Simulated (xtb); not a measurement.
C₃H₅, doublet, at a GFN2-xTB geometry, atoms displaced at random by about 0.06 Å a coordinate; GFN2-xTB run with xtb.

Here is a job for xtb.
```
$ xtb mol.xyz --gfn 2 --chrg 0 --uhf 1 --ohess --json

# file mol.xyz
8

C      0.10170281     0.78443184    -0.11072689
C      0.83586669    -0.31506863     0.00955900
C     -0.75230949    -0.42607078     0.02185395
H      0.02574799     1.65302308    -0.69791024
H      1.38115389    -0.69942755    -0.76225182
H      1.28860266    -0.59004680     1.04599276
H     -1.13464191    -0.52144049     0.93323756
H     -1.35114797    -0.68420677    -0.93468485
```

Output, abridged:

```
   ID    Z sym.   atoms
    1    6 C      1-3
    2    1 H      4-8

           -------------------------------------------------
          |                Calculation Setup                |
           -------------------------------------------------

           -------------------------------------------------
          |                 G F N 2 - x T B                 |
           -------------------------------------------------

          ...................................................
          :                      SETUP                      :
          :.................................................:
          :  # basis functions                  17          :
          :  # atomic orbitals                  17          :
          :  # shells                           11          :
          :  # electrons                        17          :
          :  max. iterations                   250          :
          :  Hamiltonian                  GFN2-xTB          :
          :  restarted?                      false          :
          :  GBSA solvation                  false          :
          :  PC potential                    false          :
          :  electronic temp.          300.0000000     K    :
          :  accuracy                    1.0000000          :
          :  -> integral cutoff          0.2500000E+02      :
          :  -> integral neglect         0.1000000E-07      :
          :  -> SCF convergence          0.1000000E-05 Eh   :
          :  -> wf. convergence          0.1000000E-03 e    :
          :  Broyden damping             0.4000000          :
          :  net charge                          0          :
          :  unpaired electrons                  1          :
          ...................................................

 iter      E             dE          RMSdq      gap      omega  full diag
   1     -8.9726324 -0.897263E+01  0.300E+00    6.32       0.0  T
   2     -8.9868634 -0.142310E-01  0.171E+00    6.36       1.0  T
   3     -8.9870760 -0.212598E-03  0.754E-01    6.36       1.0  T
   4     -8.9874535 -0.377503E-03  0.229E-01    6.42       1.0  T
   5     -8.9876842 -0.230729E-03  0.492E-02    6.40       1.0  T
   6     -8.9876845 -0.293557E-06  0.229E-02    6.41       1.5  T
   7     -8.9876852 -0.670135E-06  0.192E-03    6.40      18.4  T
   8     -8.9876852 -0.297483E-08  0.732E-04    6.40      48.3  T
   9     -8.9876852 -0.170947E-08  0.120E-04    6.40     294.7  T

   *** convergence criteria satisfied after 9 iterations ***

         :::::::::::::::::::::::::::::::::::::::::::::::::::::
         ::                     SUMMARY                     ::
         :::::::::::::::::::::::::::::::::::::::::::::::::::::
         :: total energy              -8.805620452629 Eh    ::
         :: gradient norm              0.212830880938 Eh/a0 ::
         :: HOMO-LUMO gap              6.400848864375 eV    ::
         ::.................................................::
         :: SCC energy                -8.987684837474 Eh    ::
         :: -> isotropic ES            0.002105634337 Eh    ::
         :: -> anisotropic ES          0.001965870864 Eh    ::
         :: -> anisotropic XC          0.007323633794 Eh    ::
         :: -> dispersion             -0.002625364039 Eh    ::
         :: repulsion energy           0.182064384844 Eh    ::
         :: add. restraining           0.000000000000 Eh    ::
         :: total charge              -0.000000000000 e     ::
         :::::::::::::::::::::::::::::::::::::::::::::::::::::

      -----------------------------------------------------------
     |                   =====================                   |
     |                        A N C O P T                        |
     |                   =====================                   |
     |               Approximate Normal Coordinate               |
     |                Rational Function Optimizer                |
[...]
 * total energy  :    -8.8056205 Eh     change       -0.2607692E-11 Eh
 * total energy  :    -8.8333288 Eh     change       -0.2770833E-01 Eh
 * total energy  :    -8.8384582 Eh     change       -0.5129425E-02 Eh
 * total energy  :    -8.8389426 Eh     change       -0.4843615E-03 Eh
 * total energy  :    -8.8391530 Eh     change       -0.2104049E-03 Eh
 * total energy  :    -8.8392360 Eh     change       -0.8302824E-04 Eh
 * total energy  :    -8.8392886 Eh     change       -0.5263792E-04 Eh
 * total energy  :    -8.8393035 Eh     change       -0.1482799E-04 Eh
 * total energy  :    -8.8393133 Eh     change       -0.9859914E-05 Eh
 * total energy  :    -8.8393172 Eh     change       -0.3874103E-05 Eh
   *** GEOMETRY OPTIMIZATION CONVERGED AFTER 10 ITERATIONS ***
         :: total energy              -8.839317206335 Eh    ::
[...]
 IR intensities (km·mol⁻¹)
   1:  0.30   2:  0.11   3:  0.46   4:  0.20   5:  0.18   6:  0.33   7: 28.02   8:  2.08
   9:  2.76  10:  0.13  11:  8.84  12: 11.89  13:  3.37  14:  7.33  15:  4.76  16:  1.28
  17:  1.47  18:  0.38  19:  0.97  20: 25.50  21: 37.13  22: 23.21  23: 30.91  24: 40.46
 Raman intensities (Ä⁴*amu⁻¹)
   1:  0.00   2:  0.00   3:  0.00   4:  0.00   5:  0.00   6:  0.00   7:  0.00   8:  0.00
   9:  0.00  10:  0.00  11:  0.00  12:  0.00  13:  0.00  14:  0.00  15:  0.00  16:  0.00
  17:  0.00  18:  0.00  19:  0.00  20:  0.00  21:  0.00  22:  0.00  23:  0.00  24:  0.00
 output can be read by thermo (or use thermo option).
 writing <g98.out> molden fake output.
 recommended (thermochemical) frequency scaling factor: 1.0
           -------------------------------------------------
          |             Thermodynamic Functions             |
           -------------------------------------------------

cs  symmetry found (for desy threshold:  0.10E+00) used in thermo

          ...................................................
          :                      SETUP                      :
          :.................................................:
          :  # frequencies                          18      :
          :  # imaginary freq.                       0      :
          :  linear?                             false      :
          :  only rotor calc.                    false      :
          :  symmetry                               cs      :
          :  rotational number                       1      :
          :  scaling factor                  1.0000000      :
          :  rotor cutoff                   50.0000000 cm⁻¹ :
          :  imag. cutoff                  -20.0000000 cm⁻¹ :
          :.................................................:

    mode    ω/cm⁻¹     T·S(HO)/kcal·mol⁻¹    T·S(FR)/kcal·mol⁻¹   T·S(vib)
   ------------------------------------------------------------------------
   ------------------------------------------------------------------------

   temp. (K)  partition function   enthalpy   heat capacity  entropy
                                   cal/mol     cal/K/mol   cal/K/mol   J/K/mol
 298.15  VIB   1.18                  371.273      5.159      1.568
         ROT  0.106E+05              888.752      2.981     21.394
         INT  0.124E+05             1260.026      8.140     22.962
         TR   0.255E+27             1481.254      4.968     37.049
         TOT                        2741.2796    13.1081    60.0108   251.0852

       T/K    H(0)-H(T)+PV         H(T)/Eh          T*S/Eh         G(T)/Eh
   ------------------------------------------------------------------------
    298.15    0.436851E-02    0.701776E-01    0.285131E-01    0.416645E-01
   ------------------------------------------------------------------------

         :::::::::::::::::::::::::::::::::::::::::::::::::::::
         ::                  THERMODYNAMIC                  ::
         :::::::::::::::::::::::::::::::::::::::::::::::::::::
         :: total free energy          -8.797652666296 Eh   ::
         ::.................................................::
         :: total energy               -8.839317206335 Eh   ::
         :: zero point energy           0.065809097619 Eh   ::
         :: G(RRHO) w/o ZPVE           -0.024144557579 Eh   ::
         :: G(RRHO) contrib.            0.041664540039 Eh   ::
         :::::::::::::::::::::::::::::::::::::::::::::::::::::

optimized geometry written to: xtbopt.xyz

           -------------------------------------------------
          | TOTAL ENERGY               -8.839317206335 Eh   |
          | TOTAL ENTHALPY             -8.769139601571 Eh   |
          | TOTAL FREE ENERGY          -8.797652666296 Eh   |
          | GRADIENT NORM               0.000781686543 Eh/α |
          | HOMO-LUMO GAP               7.619295966323 eV   |
           -------------------------------------------------

normal termination of xtb
```
